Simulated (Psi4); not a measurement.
hydrogen fluoride, charge +1, doublet, geometry from GFN2-xTB (a state made from the parent by changing its charge; the spin is typed, not shown lowest), with bond 1-2 at 1.8 times its length; HF/6-31G** (Psi4).

Psi4 was given this input:
```
memory 2 GB

molecule mol {
1 2
F     0.000000    0.000000   -0.940088
H     0.000000    0.000000    0.940088
}

set {
  basis 6-31g**
  reference uhf
  stability_analysis check
  scf_type pk
}

energy('scf')
print_variables()
```

The log (banner, timings and long lists left out):

```
   => Loading Basis Set <=

    Name: 6-31G**
    Role: ORBITAL
    Keyword: BASIS

         ---------------------------------------------------------
                                   SCF
               by Justin Turney, Rob Parrish, Andy Simmonett
                          and Daniel G. A. Smith
                              UHF Reference
         ---------------------------------------------------------

  ==> Geometry <==

    Molecular point group: c2v
    Full point group: C_inf_v

    Geometry (in Angstrom), charge = 1, multiplicity = 2:

       Center              X                  Y                   Z               Mass
    ------------   -----------------  -----------------  -----------------  -----------------
         F            0.000000000000     0.000000000000    -0.094714926738    18.998403162730
         H            0.000000000000     0.000000000000     1.785461073262     1.007825032230

  Running in c2v symmetry.

  Rotational constants: A = ************  B =      4.98267  C =      4.98267 [cm^-1]
  Rotational constants: A = ************  B = 149376.80543  C = 149376.80543 [MHz]
  Nuclear repulsion =    2.533058020116203

  Charge       = 1
  Multiplicity = 2
  Electrons    = 9
  Nalpha       = 5
  Nbeta        = 4

  ==> Algorithm <==

  SCF Algorithm Type is PK.
  DIIS enabled.
  MOM disabled.
  Fractional occupation disabled.
  Guess Type is SAD.
  Energy threshold   = 1.00e-06
  Density threshold  = 1.00e-06
  Integral threshold = 1.00e-12

  ==> Primary Basis <==

  Basis Set: 6-31G**
    Blend: 6-31G**
    Number of shells: 9
    Number of basis functions: 20
    Number of Cartesian functions: 20
    Spherical Harmonics?: false
    Max angular momentum: 2

  ==> Integral Setup <==

  Using in-core PK algorithm.
   Calculation information:
      Number of atoms:                   2
      Number of AO shells:               9
      Number of primitives:             20
      Number of atomic orbitals:        20
      Number of basis functions:        20

      Integral cutoff                 1.00e-12
      Number of threads:                 1

  Performing in-core PK
  Using 44310 doubles for integral storage.
  We computed 1035 shell quartets total.
  Whereas there are 1035 unique shell quartets.

  ==> DiskJK: Disk-Based J/K Matrices <==

    J tasked:                  Yes
    K tasked:                  Yes
    wK tasked:                  No
    Schwarz Cutoff:          1E-12

[...]
    Wavefunction stable under totally symmetric rotations.
[...]
    Lowest totally symmetric eigenvalue: 0.128770
    Lowest UHF->UHF stability eigenvalues:
      A2 -0.000000       B1 0.035840        A1 0.128770        B2 0.214932

    Stability analysis over.

  ==> Post-Iterations <==

   @Spin Contamination Metric:   1.381742823E-02
   @S^2 Expected:                7.500000000E-01
   @S^2 Observed:                7.638174282E-01
   @S   Expected:                5.000000000E-01
   @S   Observed:                5.000000000E-01

    Orbital Energies [Eh]
    ---------------------

    Alpha Occupied:

[...]
    Alpha Virtual:

[...]
    Beta Occupied:

[...]
       3A1    -0.971618

    Beta Virtual:

[...]
      11A1     3.531779

    Final Occupation by Irrep:
             A1    A2    B1    B2
    DOCC [     3,    0,    0,    1 ]
    SOCC [     0,    0,    1,    0 ]
    NA   [     3,    0,    1,    1 ]
    NB   [     3,    0,    0,    1 ]

  @UHF Final Energy:   -99.39919781430402

   => Energetics <=

    Nuclear Repulsion Energy =              2.5330580201162025
    One-Electron Energy =                -141.4054186320372537
    Two-Electron Energy =                  39.4731627976170145
    Total Energy =                        -99.3991978143040171

  UHF NO Occupations:
  HONO-2 :    2 A1 1.9989652
  HONO-1 :    3 A1 1.9942718
  HONO-0 :    1 B1 1.0000000
  LUNO+0 :    4 A1 0.0057282
  LUNO+1 :    5 A1 0.0010348
  LUNO+2 :    2 B2 0.0001624
  LUNO+3 :    6 A1 0.0000003

Computation Completed

Properties will be evaluated at   0.000000,   0.000000,   0.000000 [a0]

Properties computed using the SCF density matrix

 Multipole Moments:

 ------------------------------------------------------------------------------------
     Multipole            Electronic (a.u.)      Nuclear  (a.u.)        Total (a.u.)
 ------------------------------------------------------------------------------------

 L = 1.  Multiply by 2.5417464519 to convert [e a0] to [Debye]
 Dipole X            :          0.0000000            0.0000000            0.0000000
 Dipole Y            :          0.0000000            0.0000000            0.0000000
 Dipole Z            :          1.1069389            1.7631650            2.8701039
 Magnitude           :                                                    2.8701039

 ------------------------------------------------------------------------------------

  Variable Map:
  ----------------------------------------------------------------------------
[...]
[...]
```
